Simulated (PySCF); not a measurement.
## The second ionisation energy along the 5d series

Calculated with PySCF 2.14 from differences of total energies of unrestricted determinants, without spin-orbit coupling. Values in eV. The last column holds reference values (NIST; (s) semi-empirical, (t) theoretical, else measured). Unmarked ones compare directly (S terms, centres of terms, or small fine structure); those marked * lie between the lowest fine-structure levels and include a spin-orbit shift.

| element | configurations | LDA | PBE0 | MP2 (valence) | SCS-MP2 (valence) | CCSD (valence) | CCSD(T) (valence) | reference |
| --- | --- | --- | --- | --- | --- | --- | --- | --- |
| Hf (aug-cc-pVDZ-PP with ECP60MDF, ECP) | [Xe] 4f14 5d1 6s2 → [Xe] 4f14 5d2 | 15.025 | n/a | n/a | n/a | n/a | n/a | 14.61 ± 0.04 (t) * |
| Ta (aug-cc-pVDZ-PP with ECP60MDF, ECP) | [Xe] 4f14 5d3 6s1 → [Xe] 4f14 5d3 | 15.707 | 15.191 | 14.490 | 14.281 | 14.580 | 14.584 | 16.2 ± 0.5 (s) * |
| W (aug-cc-pVDZ-PP with ECP60MDF, ECP) | [Xe] 4f14 5d4 6s1 → [Xe] 4f14 5d4 | 16.559 | 16.044 | 15.422 | 15.127 | 15.499 | 15.508 | 16.37 ± 0.15 (s) * |
| Re (aug-cc-pVDZ-PP with ECP60MDF, ECP) | [Xe] 4f14 5d5 6s1 → [Xe] 4f14 5d5 | 17.352 | 16.815 | 16.279 | 15.904 | 16.334 | 16.345 | 16.6 ± 0.5 (s) |
| Os (aug-cc-pVDZ-PP with ECP60MDF, ECP) | [Xe] 4f14 5d6 6s1 → [Xe] 4f14 5d6 | 17.822 | 17.258 | 16.782 | 16.453 | 16.745 | 16.755 | 17 ± 1 (s) * |
| Ir (aug-cc-pVDZ-PP with ECP60MDF, ECP) | [Xe] 4f14 5d7 6s1 → [Xe] 4f14 5d7 | 18.298 | 17.694 | 17.272 | 16.980 | 17.202 | 17.224 | 17 ± 0.3 (s) * |
| Pt (aug-cc-pVDZ-PP with ECP60MDF, ECP) | [Xe] 4f14 5d9 → [Xe] 4f14 5d8 | 19.555 | 18.838 | 18.523 | 18.414 | 18.341 | 18.429 | 18.56 ± 0.12 * |
| Au (aug-cc-pVDZ-PP with ECP60MDF, ECP) | [Xe] 4f14 5d10 → [Xe] 4f14 5d9 | 21.385 | 20.778 | 20.755 | 20.596 | 20.454 | 20.520 | 20.203 ± 0.025 * |
| Hg (aug-cc-pVDZ-PP with ECP60MDF, ECP) | [Xe] 4f14 5d10 6s1 → [Xe] 4f14 5d10 | 19.418 | 18.700 | 18.493 | 18.306 | 18.287 | 18.337 | 18.757 |

"Valence" correlates the outer s and p shells and, in groups 3 to 12 and the f block, the outer d or f shell, open or full, or the next shell where the ion has no valence electron left; the wider scheme adds the next inner shell.
